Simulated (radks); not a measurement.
All-electron atom: the tantalum ion Ta4+ in [Xe] 4f14 5d1 (the NIST ground configuration).

All-electron calculation, Dirac Kohn-Sham, PBE, spin-unpolarised, spherical densities, finite nucleus; open shells fill j = l - 1/2 first; Fermi nuclear charge, rms radius 5.3507 fm. Program: a radial shooting solver on a logarithmic mesh with Libxc functionals.

Energy parts (eV):
| part | energy |
|---|---|
| total | -425058.34 |
| kinetic | 476962.42 |
| electron-nucleus | -1057065.95 |
| Hartree | 163647.38 |
| exchange-correlation | -8602.18 |

Orbitals (lengths in bohr, moments of r in powers of bohr; <r^-3> diverges for s and p1/2):
[
 {"orbital": "1s1/2", "occ.": "2", "eigenvalue (eV)": "-67296.55", "<1/r>": "85.40", "<r^-3>": "-", "<r^4>": "6.210e-07"},
 {"orbital": "2s1/2", "occ.": "2", "eigenvalue (eV)": "-11590.26", "<1/r>": "20.74", "<r^-3>": "-", "<r^4>": "0.00009341"},
 {"orbital": "2p1/2", "occ.": "2", "eigenvalue (eV)": "-11080.70", "<1/r>": "20.71", "<r^-3>": "-", "<r^4>": "0.00005640"},
 {"orbital": "2p3/2", "occ.": "4", "eigenvalue (eV)": "-9810.561", "<1/r>": "17.50", "<r^-3>": "15570", "<r^4>": "0.00008123"},
 {"orbital": "3s1/2", "occ.": "2", "eigenvalue (eV)": "-2687.443", "<1/r>": "7.612", "<r^-3>": "-", "<r^4>": "0.003465"},
 {"orbital": "3p1/2", "occ.": "2", "eigenvalue (eV)": "-2460.501", "<1/r>": "7.529", "<r^-3>": "-", "<r^4>": "0.003065"},
 {"orbital": "3p3/2", "occ.": "4", "eigenvalue (eV)": "-2187.051", "<1/r>": "6.699", "<r^-3>": "3503", "<r^4>": "0.004017"},
 {"orbital": "3d3/2", "occ.": "4", "eigenvalue (eV)": "-1803.161", "<1/r>": "6.591", "<r^-3>": "604.2", "<r^4>": "0.002742"},
 {"orbital": "3d5/2", "occ.": "6", "eigenvalue (eV)": "-1743.594", "<1/r>": "6.394", "<r^-3>": "516.3", "<r^4>": "0.002978"},
 {"orbital": "4s1/2", "occ.": "2", "eigenvalue (eV)": "-581.4282", "<1/r>": "3.194", "<r^-3>": "-", "<r^4>": "0.08226"},
 {"orbital": "4p1/2", "occ.": "2", "eigenvalue (eV)": "-487.7828", "<1/r>": "3.084", "<r^-3>": "-", "<r^4>": "0.09036"},
 {"orbital": "4p3/2", "occ.": "4", "eigenvalue (eV)": "-424.8411", "<1/r>": "2.795", "<r^-3>": "806.5", "<r^4>": "0.1187"},
 {"orbital": "4d3/2", "occ.": "4", "eigenvalue (eV)": "-270.8101", "<1/r>": "2.578", "<r^-3>": "121.3", "<r^4>": "0.1554"},
 {"orbital": "4d5/2", "occ.": "6", "eigenvalue (eV)": "-259.2477", "<1/r>": "2.508", "<r^-3>": "101.5", "<r^4>": "0.1696"},
 {"orbital": "5s1/2", "occ.": "2", "eigenvalue (eV)": "-114.5419", "<1/r>": "1.232", "<r^-3>": "-", "<r^4>": "2.615"},
 {"orbital": "5p1/2", "occ.": "2", "eigenvalue (eV)": "-87.0308", "<1/r>": "1.108", "<r^-3>": "-", "<r^4>": "3.950"},
 {"orbital": "5p3/2", "occ.": "4", "eigenvalue (eV)": "-77.8855", "<1/r>": "1.012", "<r^-3>": "115.8", "<r^4>": "5.322"},
 {"orbital": "4f5/2", "occ.": "6", "eigenvalue (eV)": "-67.8347", "<1/r>": "2.024", "<r^-3>": "17.84", "<r^4>": "0.5992"},
 {"orbital": "4f7/2", "occ.": "8", "eigenvalue (eV)": "-65.8441", "<1/r>": "1.994", "<r^-3>": "17.00", "<r^4>": "0.6446"},
 {"orbital": "5d3/2", "occ.": "1", "eigenvalue (eV)": "-41.5982", "<1/r>": "0.7456", "<r^-3>": "10.07", "<r^4>": "18.35"},
 {"orbital": "5d5/2", "occ.": "0", "eigenvalue (eV)": "-40.6569", "<1/r>": "0.7275", "<r^-3>": "8.374", "<r^4>": "19.94"},
 {"orbital": "6s1/2", "occ.": "0", "eigenvalue (eV)": "-36.7051", "<1/r>": "0.5093", "<r^-3>": "-", "<r^4>": "70.94"},
 {"orbital": "6p1/2", "occ.": "0", "eigenvalue (eV)": "-29.7152", "<1/r>": "0.4496", "<r^-3>": "-", "<r^4>": "116.7"},
 {"orbital": "6p3/2", "occ.": "0", "eigenvalue (eV)": "-28.0099", "<1/r>": "0.4252", "<r^-3>": "22.39", "<r^4>": "143.5"}
]

The highest occupied level is 5d3/2 at -41.598 eV. Summed over all electrons, <r^2> = 30.07 bohr^2, which gives a Langevin (diamagnetic) susceptibility term of -23.8 x 10^-6 cm^3/mol. For comparison, the ionisation energy in NIST's Atomic Spectra Database is 48.27 eV (semi-empirical). In exact Kohn-Sham theory the highest level is minus the ionisation energy, but local and semilocal functionals leave it too shallow, through self-interaction and a potential that decays too fast; potentials with the right tail come closer. The density falls to 0.001 e/bohr^3 at r = 3.06 bohr. The electron density at the nucleus is 1.313e+06 e/bohr^3.

Beside tabulated values, note that spin-unpolarised runs miss the spin-polarisation part of the exchange energy of open shells.
